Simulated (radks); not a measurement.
Task: These are the eigenvalues of the occupied orbitals of an atom or ion with whole-number occupations (eV). Calculated with a radial shooting solver on a logarithmic mesh with Libxc functionals: Dirac Kohn-Sham, LB94 model potential, spin-unpolarised, spherical densities, finite nucleus; Fermi nuclear charge, rms radius of each element as measured or else 0.836 A^(1/3) + 0.57 fm.

| orbital | eigenvalue |
|---|---|
| 1s1/2 | -85712.22 |
| 2s1/2 | -15270.53 |
| 2p1/2 | -14676.01 |
| 2p3/2 | -12594.78 |
| 3s1/2 | -3655.313 |
| 3p1/2 | -3382.929 |
| 3p3/2 | -2920.838 |
| 3d3/2 | -2465.861 |
| 3d5/2 | -2366.974 |
| 4s1/2 | -818.8478 |
| 4p1/2 | -701.3216 |
| 4p3/2 | -589.8009 |
| 4d3/2 | -396.3461 |
| 4d5/2 | -375.4690 |
| 5s1/2 | -136.6580 |
| 4f5/2 | -125.7695 |
| 4f7/2 | -121.0994 |
| 5p1/2 | -96.7721 |
| 5p3/2 | -75.8492 |
| 5d3/2 | -21.7330 |
| 5d5/2 | -19.4701 |
| 6s1/2 | -14.0522 |
| 6p1/2 | -7.1452 |

Which element is it, and in what charge state? The configuration may be excited. Open shells, if any, fill j = l - 1/2 first.

Result: Z = 81, thallium, charge 0: Tl in [Hg] 6p1. The list shows which subshells hold electrons but not how many an open one holds; the 1s level, -3149.9 hartree, gives Z - s = 79.4 by -(Z - s)^2/2, which with screening and relativity narrows Z to a few neighbours, and the depths of the outer levels then fix element, charge and occupations together.
